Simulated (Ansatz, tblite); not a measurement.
Cost and result up the ladder for (CuH)2 ring (Cu2H2) (4 atoms). Total charge 0; singlet. Geometry: r2SCAN-D4/def2-TZVP.

```tsv
atom	x (Å)	y (Å)	z (Å)
Cu1	0.989	0.204	-0.369
H2	0.519	-0.942	0.864
Cu3	-0.989	-0.204	0.369
H4	-0.519	0.942	-0.864
```

Ansatz on 4 threads of Arm Neoverse V1 on a shared host; xTB runs through tblite on one thread. Times are rough, summed over both states, and most runs start from the orbitals of an earlier one. PBE0-D4/def2-TZVP serves as the yardstick here, not as an exact answer. The other state is a triplet.

The xTB rows come from tblite.

xTB has no spin-polarisation term.

```json
{"level": "GFN2-xTB", "functions": "20", "wall time": "0.007 s", "vertical triplet (eV)": "5.20", "difference from PBE0-D4/def2-TZVP (eV)": "3.65"}
{"level": "GFN1-xTB", "functions": "22", "wall time": "0.019 s", "vertical triplet (eV)": "2.74", "difference from PBE0-D4/def2-TZVP (eV)": "1.20"}
{"level": "PBE-D4/def2-TZVP", "functions": "102", "wall time": "2.5 s", "vertical triplet (eV)": "0.99", "difference from PBE0-D4/def2-TZVP (eV)": "-0.56"}
{"level": "PBE0-D4/def2-TZVP", "functions": "102", "wall time": "5.2 s", "vertical triplet (eV)": "1.55", "difference from PBE0-D4/def2-TZVP (eV)": "0.00"}
{"level": "r2SCAN-D4/def2-TZVP (with forces)", "functions": "102", "wall time": "6.4 s", "vertical triplet (eV)": "1.01", "difference from PBE0-D4/def2-TZVP (eV)": "-0.54"}
```
